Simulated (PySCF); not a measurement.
Nuclear quadrupole coupling in GeCl2H2

GeCl2H2.
Z-matrix (Å and degrees, PBE0-D3(BJ)/def2-SVP geometry), rows numbered from 1:
```
Ge
Cl  1  2.1504
Cl  1  2.1486  2  108.24
H   1  1.5301  2  108.30  3  -116.99
H   1  1.5301  2  108.31  3   116.93
```

Field gradients from the PBE0/pcSseg-1 (pcSseg-2 on Ge) density (PySCF, non-relativistic), principal values in atomic units, ordered |Vxx| ≤ |Vyy| ≤ |Vzz|:

| atom | Vxx | Vyy | Vzz |
| --- | --- | --- | --- |
| Ge1 | 0.3934 | 1.5665 | -1.9599 |
| Cl2 | -1.1919 | -1.3950 | 2.5869 |
| Cl3 | -1.1868 | -1.3930 | 2.5798 |

**Question.** Find the asymmetry η = (Vxx − Vyy)/Vzz and the couplings χ = eQV/h (234.96 MHz × Q in barn × V in au), with Q(73Ge) = −0.196 b, Q(35Cl) = −0.0817 b.

**Answer.** 
```
atom                       environment  nucleus     η  χzz (MHz)  χxx (MHz)  χyy (MHz)
 Ge1  germanium bonded to 2 Cl and 2 H     73Ge  0.60      90.26     -18.12     -72.14
 Cl2             chlorine bonded to Ge     35Cl  0.08     -49.66      22.88      26.78
 Cl3             chlorine bonded to Ge     35Cl  0.08     -49.52      22.78      26.74
```

The tensor is traceless: Vxx + Vyy + Vzz = 0.

**Question.** What is Vzz at Ge1 in SI units (1 au = 9.71736 × 10²¹ V/m²)?

**Answer.** -1.9599 au = -19.045 × 10²¹ V/m².

**Question.** What couplings would deuterons (Q(2H) = 0.00286 b) have in place of the hydrogens, at this geometry?

**Answer.** 
```
atom  bonded to  bond length (Å)  Vzz (au)     η  χzz (kHz)
  H4        Ge1            1.530    0.1394  0.00         94
  H5        Ge1            1.530    0.1394  0.00         94
```

Geometry: PBE0-D3(BJ)/def2-SVP; no solvent, vibrations or thermal averaging. The calculation is non-relativistic, for germanium too. With a basis this small, the couplings can be 20 % off.
